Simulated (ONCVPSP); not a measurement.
# Before and after: ONCV potential for germanium (Ge)

| Item | Value |
| --- | --- |
| Element | Ge |
| Generator | ONCVPSP 4.0.1 |
| Type | optimised norm-conserving Vanderbilt (ONCV) |
| Functional | PBEsol |
| Relativity | fully relativistic |
| Frozen core | [Ar] 3d10 |
| Valence charge | 4 |
| Reference configuration | 4s2 4p2 |
| Partial waves | 4s: rc 1.70 bohr, ncon 4, nbas 8, qcut 4.5 1/bohr, 2 projectors, debl 1.9 Ha; 4p: rc 1.90 bohr, ncon 3, nbas 6, qcut 3.4 1/bohr, 2 projectors, debl 2.6 Ha |
| Local potential | polynomial inside 1.15 bohr (lpopt 5, dvloc0 0 Ha) |
| Core correction | Teter function fitted to the true core (icmod 2), fcfact 0.65 |

Open shells are filled in proportion to 2j + 1.

Change: local potential polynomial inside 1.15 bohr (lpopt 5, dvloc0 6.5 Ha).

Cutoffs: the cutoffs (Ha) at which the residual kinetic energy of the hardest occupied pseudo-wave falls to 1 and 0.1 mHa per electron; they do not see the model core or the augmentation charge, which bear on the density cutoff. Errors are all-electron minus pseudo energies relative to the spin-unpolarised reference configuration.

Question: How do hardness, ghosts and transferability respond?

Answer: The potential gets neither clearly harder nor softer (8.7 Ha and 25 Ha → 8.7 Ha and 25 Ha); the lowest positive-energy flag moves from s at 44.1 eV to s at 131.0 eV; the errors of the 4 common tests hardly move; neither file shows a bound ghost.

```tsv
quantity	base	changed
cutoff, loose	8.7 Ha	8.7 Ha
cutoff, tight	25 Ha	25 Ha
bound ghosts	none	none
GHOST(+) flags under 300 eV	s at 44.1 eV, p3/2 at 152.9 eV, p1/2 at 155.1 eV	s at 131.0 eV
error for 4s2 4p1, meV [ΔE 7.46 eV]	+0.4	+0.4
error for 4s2 4p0, meV [ΔE 22.91 eV]	-6.8	-6.9
error for 4s1 4p0, meV [ΔE 57.70 eV]	-171	-171
error for 4s0 4p4, meV [ΔE 16.21 eV]	-33	-33
s: phases at 1.72 bohr within 0.05 rad from the reference energy up to (Ha; the scan ends near 5)	to the end of the scan	4.1
p3/2: phases at 1.93 bohr within 0.05 rad from the reference energy up to (Ha; the scan ends near 5)	4.0	4.2
p1/2: phases at 1.93 bohr within 0.05 rad from the reference energy up to (Ha; the scan ends near 5)	4.0	4.2
rms error of d²Exc/dni dnj with the model core, mHa	4.93	4.94
```
